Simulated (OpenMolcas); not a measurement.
**C+, Si+, Ge+, Sn+, Pb+: ns² np down the group**

* Program: OpenMolcas 26.06
* Method: CASSCF
* Basis: ANO-R3
* Scalar Hamiltonian: X2C, finite nucleus
* Spin-orbit coupling: RASSI with atomic mean-field integrals over the reference wave functions, term energies averaged over their components

Active space for each ion: 1 electron in 3 orbitals (p).

Computed levels in cm-1 above ²P°_1/2:

| Level | C+ | Si+ | Ge+ | Sn+ | Pb+ |
| --- | --- | --- | --- | --- | --- |
| ²P°_3/2 | 61.9 | 253 | 1575 | 3768 | 12085 |
| weight of ²P° in the lowest level (%) | 100 | 100 | 100 | 100 | 100 |

Measured, with the error of the calculation in %. Measured levels: C+, Si+, Ge+, Sn+, Pb+ from NIST Handbook of Basic Atomic Spectroscopic Data.

```tsv
Level	C+	Si+	Ge+	Sn+	Pb+
²P°_3/2	63.4 (-2.5)	287 (-11.8)	1767 (-10.9)	4251 (-11.4)	14081 (-14.2)
```

The fine-structure level ²P°_3/2 changes by a factor of 195 from C+ to Pb+.

With one active electron the reference holds no correlation, so core polarisation is missing. Computed and measured levels are paired by configuration, term and J; levels that our copy of the source lacks, or whose pairing is in doubt (as where it misses far off the trend of its configuration), stay unpaired and out of the deviations. Only configurations of the active space appear.

° marks odd parity.
